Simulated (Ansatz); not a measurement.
# A geometry optimisation of GeH4MgSi with r2SCAN-D4/def2-SVP

The starting geometry of this gas-phase singlet was optimised with GFN2-xTB.

```yaml
atoms:
  - { symbol: Ge, position_ang: [0.6104, -0.7587, -0.3901] }
  - { symbol: Mg, position_ang: [0.3429, 0.9266, 2.0089] }
  - { symbol: Si, position_ang: [-0.6659, 1.2888, -0.1900] }
  - { symbol: H, position_ang: [0.7183, -2.0466, 0.4852] }
  - { symbol: H, position_ang: [-1.9524, 0.5666, 0.2870] }
  - { symbol: H, position_ang: [0.9231, -1.4125, -1.7410] }
  - { symbol: H, position_ang: [2.0822, -0.2561, -0.0931] }
```

Question: Where would you expect an optimisation with r2SCAN-D4/def2-SVP to take it?

Answer: A bond breaks, giving a structure given below by its coordinates. Contacts that open: Ge1–Mg2 (2.94 → 3.52 Å).

The energy falls by 0.33 eV over 13 steps:

```csv
step,E − E(last) (eV)
1,0.333
2,0.175
4,0.026
5,0.006
6,0.002
8,0.001
9,0.000
10,0.000
12,0.000
13,0.000
```

Final geometry (Å):

```xyz
7

Ge    0.8497   -0.7793   -0.4047
Mg   -0.0862    1.2423    2.3248
Si   -0.5332    1.2278   -0.1835
H     0.6128   -1.9945    0.5231
H    -1.7545    0.3955    0.2729
H     0.6077   -1.3116   -1.8386
H     2.3621   -0.4721   -0.3271
```

The end wasn't checked by frequencies. Run with Ansatz 0.2.0, 44 s on 1 thread of Arm Neoverse V2, with other jobs on the host.
